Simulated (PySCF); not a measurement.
## Polarisability and C₆ of H⁻ (hydrogen, charge -1)

1s2, closed-shell 1S. All numbers are calculated (PySCF 2.14, the non-relativistic Hamiltonian (point nucleus), in aug-cc-pVQZ with one added diffuse shell each of s, p, d, f type (6s5p4d3f, 62 functions)). Coupled (time-dependent) response in atomic units; α is the mean over directions.

```tsv
method	mean α (bohr³)	C₆ (like pair)	S(−4)
UHF	82.40	614.4	6409
```

S(−4) is the Cauchy moment in α(ω) = α(0) + S(−4) ω² + …

α(iu) at UHF:

```
u (hartree)  α(iu) (bohr³)
          0          82.40
     0.0500          69.18
      0.100          47.61
      0.200          22.92
      0.300          13.13
      0.500          5.908
      0.750          2.953
       1.00          1.764
       1.50         0.8310
       2.00         0.4801
       3.00         0.2183
       5.00        0.07978
```

A single London oscillator, α(iu) = α/(1 + u²/ω²), gives C₆ = (3/4) ω α². Matching the computed C₆ needs ω = 4 × 614.4 / (3 × 82.40²) = 0.121 hartree.

For an ion, C₆ is the dispersion term alone; charge-induced terms of lower order in 1/R come first.
